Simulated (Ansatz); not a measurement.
A short molecular-dynamics run on Ti2B2 (the lowest singlet isomer of a short search).

```yaml
crystal:
  periodic: [false, false, false]
  atoms:
    - {symbol: Ti, position_ang: [-0.661503, -0.646390, 1.018569]}
    - {symbol: Ti, position_ang: [-0.808305, -0.038891, -1.112654]}
    - {symbol: B, position_ang: [1.068758, -0.343396, -0.171783]}
    - {symbol: B, position_ang: [0.401050, 1.028677, 0.265868]}
basis:
  gaussian: {orbitals: "6-31G*"}
hamiltonian: {xc: {name: r2SCAN}}
md: {timestep: 2 fs, n_steps: 15, ensemble: nve, temperature: 700, initial_velocities: maxwell_boltzmann, seed: 132}
scf: {omitted_lower_state_checks: [starts]}
```

```sh
$ ansatz run in.yaml --threads 4 --pin off --events-out ev --progress --plain --max-ram 3916MiB
```

```json
{"step": "0", "time (fs)": "0.0", "potential energy (eV)": "-47569.2276", "kinetic (eV)": "0.1810", "T (K)": "700", "conserved (eV)": "-47569.0466"}
{"step": "1", "time (fs)": "2.0", "potential energy (eV)": "-47569.2121", "kinetic (eV)": "0.1667", "T (K)": "645", "conserved (eV)": "-47569.0454"}
{"step": "2", "time (fs)": "4.0", "potential energy (eV)": "-47569.1725", "kinetic (eV)": "0.1284", "T (K)": "497", "conserved (eV)": "-47569.0441"}
{"step": "3", "time (fs)": "6.0", "potential energy (eV)": "-47569.1279", "kinetic (eV)": "0.0848", "T (K)": "328", "conserved (eV)": "-47569.0431"}
{"step": "4", "time (fs)": "8.0", "potential energy (eV)": "-47569.0931", "kinetic (eV)": "0.0504", "T (K)": "195", "conserved (eV)": "-47569.0426"}
{"step": "5", "time (fs)": "10.0", "potential energy (eV)": "-47569.0758", "kinetic (eV)": "0.0332", "T (K)": "129", "conserved (eV)": "-47569.0425"}
{"step": "6", "time (fs)": "12.0", "potential energy (eV)": "-47569.0778", "kinetic (eV)": "0.0351", "T (K)": "136", "conserved (eV)": "-47569.0427"}
{"step": "7", "time (fs)": "14.0", "potential energy (eV)": "-47569.0959", "kinetic (eV)": "0.0527", "T (K)": "204", "conserved (eV)": "-47569.0432"}
{"step": "8", "time (fs)": "16.0", "potential energy (eV)": "-47569.1226", "kinetic (eV)": "0.0787", "T (K)": "304", "conserved (eV)": "-47569.0439"}
{"step": "9", "time (fs)": "18.0", "potential energy (eV)": "-47569.1473", "kinetic (eV)": "0.1025", "T (K)": "397", "conserved (eV)": "-47569.0447"}
{"step": "10", "time (fs)": "20.0", "potential energy (eV)": "-47569.1582", "kinetic (eV)": "0.1128", "T (K)": "436", "conserved (eV)": "-47569.0454"}
{"step": "11", "time (fs)": "22.0", "potential energy (eV)": "-47569.1474", "kinetic (eV)": "0.1021", "T (K)": "395", "conserved (eV)": "-47569.0453"}
{"step": "12", "time (fs)": "24.0", "potential energy (eV)": "-47569.1188", "kinetic (eV)": "0.0747", "T (K)": "289", "conserved (eV)": "-47569.0441"}
{"step": "13", "time (fs)": "26.0", "potential energy (eV)": "-47569.0923", "kinetic (eV)": "0.0499", "T (K)": "193", "conserved (eV)": "-47569.0424"}
{"step": "14", "time (fs)": "28.0", "potential energy (eV)": "-47569.0940", "kinetic (eV)": "0.0522", "T (K)": "202", "conserved (eV)": "-47569.0419"}
{"step": "15", "time (fs)": "30.0", "potential energy (eV)": "-47569.1315", "kinetic (eV)": "0.0882", "T (K)": "341", "conserved (eV)": "-47569.0433"}
```

Velocities are drawn at the set temperature; a run this short doesn't reach equilibrium.

The 6-31G sets use Cartesian d functions. The restricted singlet is unstable towards broken spin symmetry at other levels; at RKS r2SCAN/6-31G* this wasn't settled.

Frames (Å, forces in eV/Å):

```xyz
4
time=0.0 fs
Ti   -0.662   -0.646    1.019    0.028    0.121   -0.341
Ti   -0.808   -0.039   -1.113    0.075   -0.074    0.348
B     1.069   -0.343   -0.172   -0.044   -0.038   -0.007
B     0.401    1.029    0.266   -0.058   -0.010    0.000
4
time=2.0 fs
Ti   -0.659   -0.646    1.016    0.043    0.117   -0.213
Ti   -0.808   -0.038   -1.111    0.130   -0.051    0.245
B     1.076   -0.368   -0.169   -0.409    0.616    0.145
B     0.385    1.046    0.266    0.236   -0.682   -0.177
4
time=4.0 fs
Ti   -0.657   -0.645    1.014    0.043    0.105   -0.078
Ti   -0.808   -0.037   -1.109    0.169   -0.037    0.131
B     1.081   -0.391   -0.165   -0.659    1.073    0.222
B     0.369    1.061    0.265    0.448   -1.141   -0.274
4
time=6.0 fs
Ti   -0.655   -0.645    1.011    0.019    0.082    0.062
Ti   -0.808   -0.036   -1.107    0.182   -0.034    0.008
B     1.084   -0.409   -0.161   -0.799    1.363    0.241
B     0.356    1.072    0.263    0.598   -1.411   -0.310
4
time=8.0 fs
Ti   -0.653   -0.644    1.008   -0.033    0.044    0.204
Ti   -0.807   -0.034   -1.105    0.165   -0.043   -0.122
B     1.084   -0.423   -0.156   -0.841    1.527    0.220
B     0.344    1.078    0.260    0.709   -1.528   -0.301
4
time=10.0 fs
Ti   -0.651   -0.643    1.006   -0.116   -0.011    0.346
Ti   -0.807   -0.033   -1.103    0.115   -0.064   -0.257
B     1.082   -0.432   -0.150   -0.797    1.595    0.172
B     0.335    1.078    0.256    0.798   -1.521   -0.261
4
time=12.0 fs
Ti   -0.649   -0.642    1.004   -0.228   -0.081    0.483
Ti   -0.806   -0.032   -1.101    0.033   -0.098   -0.391
B     1.076   -0.434   -0.144   -0.675    1.581    0.105
B     0.329    1.073    0.252    0.869   -1.402   -0.196
4
time=14.0 fs
Ti   -0.647   -0.642    1.002   -0.365   -0.165    0.608
Ti   -0.806   -0.032   -1.100   -0.077   -0.142   -0.517
B     1.068   -0.431   -0.137   -0.477    1.480    0.021
B     0.325    1.063    0.246    0.919   -1.173   -0.111
4
time=16.0 fs
Ti   -0.645   -0.641    1.001   -0.518   -0.257    0.713
Ti   -0.805   -0.031   -1.099   -0.206   -0.192   -0.627
B     1.058   -0.423   -0.130   -0.206    1.275   -0.080
B     0.325    1.049    0.240    0.930   -0.826   -0.006
4
time=18.0 fs
Ti   -0.644   -0.641    1.000   -0.673   -0.349    0.787
Ti   -0.805   -0.030   -1.098   -0.343   -0.245   -0.708
B     1.048   -0.410   -0.123    0.137    0.939   -0.200
B     0.329    1.032    0.234    0.879   -0.346    0.121
4
time=20.0 fs
Ti   -0.644   -0.641    1.000   -0.812   -0.427    0.818
Ti   -0.804   -0.030   -1.098   -0.470   -0.294   -0.746
B     1.038   -0.394   -0.117    0.542    0.451   -0.341
B     0.335    1.014    0.229    0.740    0.270    0.269
4
time=22.0 fs
Ti   -0.644   -0.641    1.001   -0.911   -0.478    0.797
Ti   -0.805   -0.030   -1.099   -0.565   -0.332   -0.730
B     1.030   -0.377   -0.112    0.975   -0.178   -0.497
B     0.345    0.996    0.224    0.500    0.987    0.431
4
time=24.0 fs
Ti   -0.644   -0.642    1.002   -0.948   -0.485    0.715
Ti   -0.805   -0.030   -1.100   -0.605   -0.352   -0.652
B     1.025   -0.360   -0.110    1.366   -0.860   -0.650
B     0.356    0.982    0.221    0.187    1.697    0.587
4
time=26.0 fs
Ti   -0.646   -0.643    1.004   -0.907   -0.440    0.575
Ti   -0.806   -0.030   -1.102   -0.575   -0.351   -0.513
B     1.026   -0.346   -0.109    1.607   -1.421   -0.759
B     0.367    0.975    0.220   -0.126    2.212    0.697
4
time=28.0 fs
Ti   -0.648   -0.644    1.006   -0.783   -0.340    0.388
Ti   -0.808   -0.031   -1.104   -0.469   -0.327   -0.325
B     1.032   -0.337   -0.111    1.592   -1.664   -0.779
B     0.378    0.975    0.222   -0.340    2.331    0.716
4
time=30.0 fs
Ti   -0.651   -0.646    1.009   -0.588   -0.198    0.170
Ti   -0.810   -0.032   -1.106   -0.297   -0.284   -0.104
B     1.043   -0.334   -0.116    1.286   -1.496   -0.688
B     0.388    0.983    0.226   -0.400    1.978    0.622
```

Hardware: 4 threads of Arm Neoverse V1 on a shared host. Wall time 65 s.
